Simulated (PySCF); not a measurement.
**Basis and Hamiltonian dependence of the ionisation energy of Sn**

Sn [Kr] 4d10 5s2 5p2 (3P) → Sn⁺ [Kr] 4d10 5s2 5p1 (2P). Calculated with PySCF 2.14 from differences of total energies of unrestricted determinants, without spin-orbit coupling. Values in eV.

| basis | Hamiltonian | functions | UHF | r2SCAN | PBE0 | MP2 (valence) | CCSD(T) (valence) | CCSD(T) (valence and next inner shell) |
| --- | --- | --- | --- | --- | --- | --- | --- | --- |
| cc-pVDZ-PP with ECP28MDF | ECP | 23 | 6.858 | 7.409 | 7.305 | 7.071 | 7.101 | n/a |
| aug-cc-pVDZ-PP with ECP28MDF | ECP | 32 | 6.858 | 7.410 | 7.310 | 7.087 | 7.127 | n/a |
| x2c-SVPall | spin-free X2C | 36 | 6.861 | n/a | n/a | 7.066 | 7.095 | n/a |
| aug-cc-pwCVDZ-PP with ECP28MDF | ECP | 48 | 6.856 | 7.415 | 7.311 | 7.093 | 7.135 | 7.150 |
| x2c-TZVPall | spin-free X2C | 60 | 6.859 | 7.414 | 7.309 | 7.143 | n/a | n/a |
| aug-cc-pVTZ-DK3 | spin-free X2C | 68 | 6.851 | 7.403 | 7.310 | 7.156 | 7.212 | n/a |
| x2c-TZVPPall with one added diffuse shell each of s, p, d, f type | spin-free X2C | 76 | 6.862 | 7.416 | 7.316 | 7.156 | 7.212 | 7.264 |
| aug-cc-pVQZ-PP with ECP28MDF | ECP | 92 | 6.849 | 7.407 | 7.307 | 7.183 | 7.234 | n/a |
| aug-cc-pVQZ-DK3 | spin-free X2C | 102 | 6.850 | 7.407 | 7.312 | 7.180 | 7.231 | n/a |
| aug-cc-pwCVTZ-DK3 | spin-free X2C | 109 | 6.848 | 7.408 | 7.313 | 7.157 | 7.214 | n/a |
| x2c-QZVPPall | spin-free X2C | 112 | 6.850 | 7.409 | 7.313 | 7.174 | 7.227 | n/a |
| aug-cc-pVQZ-PP with one added diffuse shell each of s, p, d, f, g type with ECP28MDF | ECP | 117 | 6.849 | 7.407 | 7.307 | 7.183 | n/a | n/a |
| x2c-QZVPPall with one added diffuse shell each of s, p, d, f type | spin-free X2C | 128 | 6.849 | 7.409 | 7.314 | 7.175 | n/a | n/a |
| dyall-av2z | non-relativistic | 130 | 6.915 | 7.475 | 7.372 | 7.147 | 7.185 | n/a |

Extrapolation of CCSD(T) (valence) from aug-cc-pVTZ-DK3 and aug-cc-pVQZ-DK3: the correlation parts are 0.361 and 0.381 eV; with the X⁻³ form and unrounded values, (4³ × 0.381 − 3³ × 0.361)/(4³ − 3³) = 0.396 eV, and adding the Hartree-Fock value 6.850 eV of the larger basis gives 7.246 eV.

Frozen in the all-electron rows: valence: [Kr] 4d10; valence and next inner shell: [Ar] 3d10; with a core potential, the same shells as far as they lie outside it.

Non-relativistic rows lack the scalar-relativistic shift.

Reference for a calculation without spin-orbit coupling: 7.389 eV (measured, between term centres; NIST).
